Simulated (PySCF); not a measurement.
platinum atom (Pt), triplet (core potentials on Pt); R2SCAN/def2-SVP in PySCF.

Input for PySCF:
```python
from pyscf import gto, scf, dft

mol = gto.M(
    atom='''
Pt    0.000000    0.000000    0.000000
''',
    basis='def2-svp',
    ecp={'Pt': 'def2-svp'},
    charge=0,
    spin=2,
    verbose=4,
)

mf = dft.UKS(mol)
mf.xc = 'r2scan'
mf.kernel()
mf.analyze()
```

It wrote (shortened):

```
PySCF version 2.14.0

[INPUT] verbose = 4
[INPUT] num. atoms = 1
[INPUT] num. electrons = 18
[INPUT] charge = 0
[INPUT] spin (= nelec alpha-beta = 2S) = 2
[INPUT] symmetry False subgroup None
[INPUT] Mole.unit = angstrom
[INPUT] Symbol           X                Y                Z      unit          X                Y                Z       unit  Magmom
[INPUT]  1 Pt     0.000000000000   0.000000000000   0.000000000000 AA    0.000000000000   0.000000000000   0.000000000000 Bohr   0.0

nuclear repulsion = 0
number of shells = 12
number of NR pGTOs = 57
number of NR cGTOs = 32
basis = def2-svp
ecp = {'Pt': 'def2-svp'}

******** <class 'pyscf.dft.uks.UKS'> ********
method = UKS
initial guess = minao
damping factor = 0
level_shift factor = 0
DIIS = <class 'pyscf.scf.diis.CDIIS'>
diis_start_cycle = 1
diis_space = 8
diis_damp = 0
SCF conv_tol = 1e-09
SCF conv_tol_grad = None
SCF max_cycles = 50
direct_scf = True
direct_scf_tol = 1e-13
number electrons alpha = 10  beta = 8
XC library pyscf.dft.libxc version 7.1.2
    S. Lehtola, C. Steigemann, M. J. T. Oliveira, and M. A. L. Marques,  SoftwareX 7, 1–5 (2018)
XC functionals = r2scan
    J. W. Furness, A. D. Kaplan, J. Ning, J. P. Perdew, and J. Sun,  J. Phys. Chem. Lett. 11, 8208–8215 (2020)
    J. W. Furness, A. D. Kaplan, J. Ning, J. P. Perdew, and J. Sun,  J. Phys. Chem. Lett. 11, 9248–9248 (2020)
    J. W. Furness, A. D. Kaplan, J. Ning, J. P. Perdew, and J. Sun,  J. Phys. Chem. Lett. 11, 8208–8215 (2020)
    J. W. Furness, A. D. Kaplan, J. Ning, J. P. Perdew, and J. Sun,  J. Phys. Chem. Lett. 11, 9248–9248 (2020)
radial grids:
    Treutler-Ahlrichs [JCP 102, 346 (1995); DOI:10.1063/1.469408] (M4) radial grids

becke partition: Becke, JCP 88, 2547 (1988); DOI:10.1063/1.454033
pruning grids: <function nwchem_prune>
grids dens level: 3
symmetrized grids: False
atomic radii adjust function: <function treutler_atomic_radii_adjust>
small_rho_cutoff = 0
Set gradient conv threshold to 3.16228e-05
tot grids = 24312
init E= -107.937987963456

cycle= 1 E= -119.056344124898  delta_E= -11.1  |g|= 0.603  |ddm|=  5.6
cycle= 2 E= -118.525333034387  delta_E= 0.531  |g|= 1.27  |ddm|= 2.66
cycle= 3 E= -119.299498677266  delta_E= -0.774  |g|= 0.0365  |ddm|= 1.77
cycle= 4 E= -119.300833606901  delta_E= -0.00133  |g|= 0.00744  |ddm|= 0.182
cycle= 5 E= -119.300989910631  delta_E= -0.000156  |g|= 0.00454  |ddm|= 0.0696
cycle= 6 E= -119.301088408575  delta_E= -9.85e-05  |g|= 0.00449  |ddm|= 0.0521
cycle= 7 E= -119.301101968035  delta_E= -1.36e-05  |g|= 0.0045  |ddm|= 0.00725
cycle= 8 E= -119.300769204191  delta_E= 0.000333  |g|= 0.00392  |ddm|= 0.197
cycle= 9 E= -119.300663141764  delta_E= 0.000106  |g|= 0.00495  |ddm|= 0.169
cycle= 10 E= -119.300863660116  delta_E= -0.000201  |g|= 0.0175  |ddm|= 0.306
cycle= 11 E= -119.301224502493  delta_E= -0.000361  |g|= 0.0119  |ddm|= 0.177
cycle= 12 E= -119.301319474537  delta_E= -9.5e-05  |g|= 0.00946  |ddm|= 0.0585
cycle= 13 E= -119.30135872167  delta_E= -3.92e-05  |g|= 0.00892  |ddm|= 0.132
cycle= 14 E= -119.301332106889  delta_E= 2.66e-05  |g|= 0.00916  |ddm|= 0.0211
cycle= 15 E= -119.301329587286  delta_E= 2.52e-06  |g|= 0.00935  |ddm|= 0.0217
cycle= 16 E= -119.301194375975  delta_E= 0.000135  |g|= 0.0103  |ddm|= 0.097
cycle= 17 E= -119.301249322184  delta_E= -5.49e-05  |g|= 0.00846  |ddm|= 0.0637
cycle= 18 E= -119.30137990868  delta_E= -0.000131  |g|= 0.0048  |ddm|= 0.0817
cycle= 19 E= -119.301243309894  delta_E= 0.000137  |g|= 0.00889  |ddm|= 0.274
cycle= 20 E= -119.301316256679  delta_E= -7.29e-05  |g|= 0.00687  |ddm|= 0.0677
cycle= 21 E= -119.301406699064  delta_E= -9.04e-05  |g|= 0.00419  |ddm|= 0.124
cycle= 22 E= -119.301437615922  delta_E= -3.09e-05  |g|= 0.00285  |ddm|= 0.0677
cycle= 23 E= -119.301456310947  delta_E= -1.87e-05  |g|= 0.00121  |ddm|= 0.0712
cycle= 24 E= -119.301463725772  delta_E= -7.41e-06  |g|= 0.000615  |ddm|= 0.0609
cycle= 25 E= -119.301464377788  delta_E= -6.52e-07  |g|= 0.000232  |ddm|= 0.0101
cycle= 26 E= -119.301464756351  delta_E= -3.79e-07  |g|= 6.7e-05  |ddm|= 0.0185
cycle= 27 E= -119.301464762238  delta_E= -5.89e-09  |g|= 3.3e-05  |ddm|= 0.00413
cycle= 28 E= -119.301464764954  delta_E= -2.72e-09  |g|= 3.25e-05  |ddm|= 0.000174
cycle= 29 E= -119.301464780838  delta_E= -1.59e-08  |g|= 3.06e-05  |ddm|= 0.00219
cycle= 30 E= -119.301464782335  delta_E= -1.5e-09  |g|= 2.29e-05  |ddm|= 0.000345
cycle= 31 E= -119.301464781408  delta_E= 9.27e-10  |g|= 2.59e-05  |ddm|= 0.000368
Extra cycle  E= -119.301464785762  delta_E= -4.35e-09  |g|= 2.58e-05  |ddm|= 0.00025
converged SCF energy = -119.301464785762  <S^2> = 2.0014356  2S+1 = 3.0009569
**** SCF Summaries ****
Total Energy =                        -119.301464785762121
Nuclear Repulsion Energy =               0.000000000000000
One-electron Energy =                 -208.600464423084986
Two-electron Energy =                   89.298999637322865
Two-electron Coulomb Energy =          101.009889871114069
DFT Exchange-Correlation Energy =      -11.710890233791201
**** MO energy ****
                             alpha | beta                alpha | beta
MO #1   energy= -3.86284319130379  | -3.8311238952998   occ= 1 | 1
MO #2   energy= -2.15479583579113  | -2.0903937012366   occ= 1 | 1
MO #3   energy= -2.10235780057308  | -2.07957294926768  occ= 1 | 1
MO #4   energy= -2.10185546767873  | -2.07934478967308  occ= 1 | 1
MO #5   energy= -0.293751044068836 | -0.22420032092788  occ= 1 | 1
MO #6   energy= -0.247725267198388 | -0.223907201988263 occ= 1 | 1
MO #7   energy= -0.247465374142185 | -0.194311902463192 occ= 1 | 1
MO #8   energy= -0.231369940831075 | -0.194309115965171 occ= 1 | 1
MO #9   energy= -0.23134496965133  | -0.173024816147646 occ= 1 | 0
MO #10  energy= -0.228880492171527 | -0.167439312099623 occ= 1 | 0
MO #11  energy= -0.0173995922453374 | 0.0149123860866659 occ= 0 | 0
MO #12  energy= -0.00911663602188235 | 0.0149392459259238 occ= 0 | 0
MO #13  energy= -0.00897455105411587 | 0.0150129974484589 occ= 0 | 0
MO #14  energy= 0.147184421929123  | 0.1550166686473    occ= 0 | 0
MO #15  energy= 0.333057836087632  | 0.361435265559773  occ= 0 | 0
MO #16  energy= 0.34180019389938   | 0.361520966708781  occ= 0 | 0
MO #17  energy= 0.341937825362246  | 0.368156089903629  occ= 0 | 0
MO #18  energy= 0.351535411935636  | 0.368156475527544  occ= 0 | 0

spin_pop of  0 Pt 5s        0.00118
spin_pop of  0 Pt 6s        0.98064
spin_pop of  0 Pt 7s        0.00649
spin_pop of  0 Pt 8s        0.00240
spin_pop of  0 Pt 9s        0.00302
spin_pop of  0 Pt 10s        0.00658
spin_pop of  0 Pt 5px       0.00390
spin_pop of  0 Pt 5py       0.00276
spin_pop of  0 Pt 5pz       0.00391
spin_pop of  0 Pt 6px      -0.00382
spin_pop of  0 Pt 6py      -0.00299
spin_pop of  0 Pt 6pz      -0.00383
spin_pop of  0 Pt 7px      -0.00011
spin_pop of  0 Pt 7py       0.00025
spin_pop of  0 Pt 7pz      -0.00012
spin_pop of  0 Pt 5dxy      0.03197
spin_pop of  0 Pt 5dyz      0.55382
spin_pop of  0 Pt 5dz^2     0.12189
spin_pop of  0 Pt 5dxz     -0.00854
spin_pop of  0 Pt 5dx2-y2   -0.00854
spin_pop of  0 Pt 6dxy      0.02979
spin_pop of  0 Pt 6dyz      0.19175
spin_pop of  0 Pt 6dz^2     0.05621
spin_pop of  0 Pt 6dxz      0.01566
spin_pop of  0 Pt 6dx2-y2    0.01568
spin_pop of  0 Pt 5f-3     -0.00001
spin_pop of  0 Pt 5f-2     -0.00000
spin_pop of  0 Pt 5f-1     -0.00000
spin_pop of  0 Pt 5f+0      0.00003
spin_pop of  0 Pt 5f+1      0.00004
spin_pop of  0 Pt 5f+2      0.00001
spin_pop of  0 Pt 5f+3     -0.00000
In total            10.00000 | 8.00000
Dipole moment(X, Y, Z, Debye): -0.00000, -0.00000, -0.00000
```
